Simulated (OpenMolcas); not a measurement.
An atom or ion with 23 electrons was computed by XMS-CASPT2, IPEA 0.25 Eh, imaginary shift 0.1 Eh with spin-orbit coupling (OpenMolcas, ANO-RCC-VTZP, DKH2). The lowest levels that the run gave, each within 12 % of the measured value where one is at hand:

| J | Parity | E (cm⁻¹) | g |
| --- | --- | --- | --- |
| 5/2 | even | 0.0 | 2.002 |
| 5/2 | even | 27820 | 0.571 |
| 7/2 | even | 27830 | 0.984 |
| 11/2 | even | 27840 | 1.273 |
| 9/2 | even | 27840 | 1.172 |
| 5/2 | even | 30060 | 1.595 |
| 3/2 | even | 30090 | 1.725 |
| 1/2 | even | 30130 | 2.655 |
| 7/2 | even | 33390 | 1.429 |
| 1/2 | even | 33430 | 0.013 |
| 3/2 | even | 33460 | 1.209 |
| 5/2 | even | 33470 | 1.377 |

Q: Which ion is it, and what are the configurations and terms?

A: Mn²⁺ (Z = 25, charge +2; active space 5 electrons in 5 orbitals (3d)). J, parity and g give the terms where levels are pure, and mixed ones are named by the computed weights; the size of the splittings, set against known spectra of the 23-electron sequence, gives the charge. In order, with the measured energies in cm⁻¹ (Corliss and Sugar, J. Phys. Chem. Ref. Data 6, 1253 (1977)): 3d⁵ ⁶S_5/2, 3d⁵ ⁴G_5/2, 3d⁵ ⁴G_7/2 (26860), 3d⁵ ⁴G_11/2 (26824), 3d⁵ ⁴G_9/2, 3d⁵ ⁴P_5/2 (29168), 3d⁵ ⁴P_3/2, 3d⁵ ⁴P_1/2, 3d⁵ ⁴D_7/2 (32307), 3d⁵ ⁴D_1/2 (32369), 3d⁵ ⁴D_3/2, 3d⁵ ⁴D_5/2 (32384).

CASPT2 does not keep the components of a term degenerate, so their means are used; among the terms shown or strongly mixed into the levels shown the widest spread is 1200 cm-1 (3d⁵ ⁴G). Computed and measured levels are paired by configuration, term and J; levels that our copy of the source lacks, or whose pairing is in doubt (as where it misses far off the trend of its configuration), stay unpaired and out of the deviations. Levels of configurations outside the active space are missing.
